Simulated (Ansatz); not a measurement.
The cluster As₃⁺, relaxed as a triplet with UKS r2SCAN-D4/def2-TZVP in Ansatz, starting from the r2SCAN-D4/def2-TZVP geometry of the charge +1 singlet. Force threshold 0.02 eV/Å.

At r2SCAN-D4/def2-TZVP a singlet of charge 1 lies 1.46 eV below the triplet, each at its own geometry. The structure comes from a short search, and lower isomers may exist.

Start:

```
atom   x (Å)   y (Å)   z (Å)
 As1   1.093  -0.266   0.738
 As2  -0.025  -0.325  -1.306
 As3  -1.068   0.591   0.568
```

```tsv
step	energy (eV)	largest force component (eV/Å)	SCF passes
1	-182514.4722	2.191	66
2	-182514.9949	0.672	29
3	-182515.0917	0.142	28
4	-182515.0927	0.006	26
```

Force components are those of the run's own axes.

End:

Cartesian coordinates in Å:
```
As 0.9812 -0.2390 0.6627
As 0.1297 -0.4255 -1.4463
As -1.1109 0.6645 0.7835
```

By distances, no bond broke or formed. The bond that changes most is As2–As3, from 2.33 to 2.77 Å (atoms count from 1).

No frequencies were taken in this run, so the end may be a saddle point.

Run time 12 s (4 threads of AMD EPYC 7R43 on a shared host).
